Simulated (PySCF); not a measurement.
# Partial charges of `C[Si@@H]1[SiH2][SiH2][Si@@H]1Cl`

CH9ClSi4.
Atom-mapped SMILES: `[CH3:1][Si@@H:2]1[SiH2:3][SiH2:4][Si@@H:5]1[Cl:6]` (hydrogens: H7, H8, H9 on C1; H10 on Si2; H11, H12 on Si3; H13, H14 on Si4; H15 on Si5)

Cartesian coordinates in Å at the PBE0-D3(BJ)/def2-SVP level; atoms count from 1:
```
atom  x, y, z in Å
C1    -1.6074   -1.6555   -0.6594
Si2   -0.7192   -0.6697    0.6792
Si3   -0.7312    1.6816    0.3317
Si4    1.6169    1.6841   -0.0240
Si5    1.6227   -0.6664    0.2923
Cl6    1.9894   -1.6735   -1.5051
H7    -1.2116   -1.3698   -1.6455
H8    -2.6913   -1.4674   -0.6437
H9    -1.4296   -2.7334   -0.5249
H10   -1.1290   -1.0822    2.0599
H11   -1.1542    2.4933    1.5163
H12   -1.5202    2.1085   -0.8674
H13    2.3803    2.4348    1.0232
H14    2.0580    2.1198   -1.3847
H15    2.5552   -1.2193    1.3223
```

Density: PBE0/pcSseg-1 (PySCF); schemes: Mulliken, IAO, Hirshfeld and ESP-fitted. Geometry: PBE0-D3(BJ)/def2-SVP; no solvent, vibrations or thermal averaging.

Give the atomic charges in each scheme.

In e:

```tsv
atom	environment	Mulliken	IAO	Hirshfeld	ESP-fitted
C1	Si-methyl carbon	-0.582	-0.679	-0.206	-0.618
Si2	SiH silicon	+0.129	+0.343	+0.186	+0.431
Si3	SiH2 silicon	+0.045	+0.132	+0.135	-0.040
Si4	SiH2 silicon	+0.064	+0.139	+0.138	+0.187
Si5	chlorine-bound silicon	+0.252	+0.359	+0.180	+0.040
Cl6	silicon-bound chlorine	-0.337	-0.321	-0.144	-0.181
H7	methyl hydrogen	+0.158	+0.161	+0.040	+0.154
H8	methyl hydrogen	+0.154	+0.158	+0.046	+0.167
H9	methyl hydrogen	+0.157	+0.161	+0.046	+0.169
H10	Si–H hydrogen	-0.004	-0.085	-0.075	-0.124
H11	Si–H hydrogen	-0.012	-0.073	-0.071	-0.037
H12	Si–H hydrogen	-0.011	-0.073	-0.070	-0.019
H13	Si–H hydrogen	-0.015	-0.073	-0.070	-0.060
H14	Si–H hydrogen	+0.001	-0.066	-0.065	-0.057
H15	Si–H hydrogen	+0.001	-0.083	-0.070	-0.013
```

Mean size of the charges over all atoms: IAO 0.194 e, ESP-fitted 0.153 e, Mulliken 0.128 e, Hirshfeld 0.103 e. Each set sums to the total charge, 0, to within 0.001 e. The Mulliken scheme counts on each atom the diagonal of the density matrix times the overlap matrix over that atom's basis functions. The IAO scheme counts the electrons in orthogonalised intrinsic atomic orbitals, a minimal basis polarised so that it spans the occupied orbitals exactly.

Lowest charge. All schemes agree: Mulliken C1 (-0.582); IAO C1 (-0.679); Hirshfeld C1 (-0.206); ESP-fitted C1 (-0.618).

Highest charge. The schemes don't all agree: Mulliken Si5 (+0.252); IAO Si5 (+0.359); Hirshfeld Si2 (+0.186); ESP-fitted Si2 (+0.431).

How closely do the schemes follow one another over all atoms?

Correlation coefficient and root-mean-square difference: Mulliken with IAO 0.95, 0.085 e; IAO with Hirshfeld 0.92, 0.153 e; IAO with ESP-fitted 0.90, 0.108 e; Mulliken with ESP-fitted 0.85, 0.117 e; Hirshfeld with ESP-fitted 0.78, 0.150 e; Mulliken with Hirshfeld 0.78, 0.132 e.

Sum the charges by element, for elements with more than one atom.

```
element  atoms  Mulliken     IAO  Hirshfeld  ESP-fitted
     Si      4    +0.490  +0.973     +0.639      +0.619
      H      9    +0.429  +0.027     -0.289      +0.180
```

How many electrons does the IAO scheme count on Si4?

Z − q = 14 − (+0.139) = 13.861.
